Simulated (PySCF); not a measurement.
Species: C6H4F2.
Bonds: C1–C2 (double), C2–C3, C3–C4 (double), C4–F5, C4–C6, C6–C7 (double), C7–F8, C2–C7. Hydrogens: H9, H10 on C1; H11 on C3; H12 on C6.

The geometry is computed with GFN2-xTB (gas phase).

List the bond lengths, angles and torsions at this level.

```
  bond  length (bohr)
 C1=C2          2.521
 C2–C3          2.755
 C3=C4          2.541
 C4–F5          2.521
 C4–C6          2.751
 C6=C7          2.536
 C7–F8          2.523
 C2–C7          2.777
 C1–H9          2.035
C1–H10          2.036
C3–H11          2.024
C6–H12          2.026
```

A selection of angles:
```
   angle  degrees
C1–C2–C3    128.7
C1–C2–C7    126.3
C3–C2–C7    105.0
C2–C3–C4    106.9
C3–C4–F5    126.6
C3–C4–C6    111.8
F5–C4–C6    121.6
C4–C6–C7    105.8
C6–C7–F8    127.4
C2–C7–C6    110.5
C2–C7–F8    122.1
```

Dihedral angles: C1–C2–C3–C4 180° (antiperiplanar); C2–C3–C4–F5 180° (antiperiplanar); C3–C4–C6–C7 0° (synperiplanar); C4–C6–C7–F8 180° (antiperiplanar); C1–C2–C7–C6 180° (antiperiplanar).

Of the pairs four or more bonds apart, F8···H10 is among the closest relative to their van der Waals radii: 2.72 Å, 102 % of the sum of Bondi's values. The 5-membered ring C2–C3–C4–C6–C7 has internal angles of 105.0° to 111.8°; it is planar, 0.00 Å rms from its mean plane, widest ring torsion 0°. The 6 C–C bonds span 1.334 Å (C1=C2, drawn double) to 1.469 Å (C2–C7, drawn single), a spread of 0.135 Å. The 8 heavy atoms lie in one plane (0.000 Å rms).

Point group: Cs (every atom within 0.08 Å of its image). No frequency check.
